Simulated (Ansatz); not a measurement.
System: SeF₂, net charge -1, doublet state. 
Coordinates optimised at B3LYP-D3(BJ)/def2-TZVP (Ansatz, a quantum-chemistry and plane-wave program):
```xyz
3

Se     0.0464     0.0111     0.5177
F      0.5515     1.0580    -0.9301
F     -0.7267    -1.1000    -1.0256
```
Charge -1, spin multiplicity 2.

Parts of the frozen-core correlation energy in 6-31G* (Ansatz, hartree). Frozen orbitals: 16; correlated occupied orbitals by spin: 11 and 10; virtual: 38 and 39. UHF or UKS for open shells. Spin-orbit coupling is left out. No relativistic terms.

| term | value |
|---|---|
| reference (HF) | -2598.35450 |
| MP2 opposite-spin | -0.33544 |
| MP2 same-spin | [?] |
| CCSD correlation | [?] |
| (T) | [?] |
| T1 diagnostic | 0.020 |
| largest doubles amplitude | 0.046 |
| <S^2> of the reference | 0.781 |

Fill in the missing entries.


- MP2 same-spin, value: -0.12857
- CCSD correlation, value: -0.47757
- (T), value: -0.01059
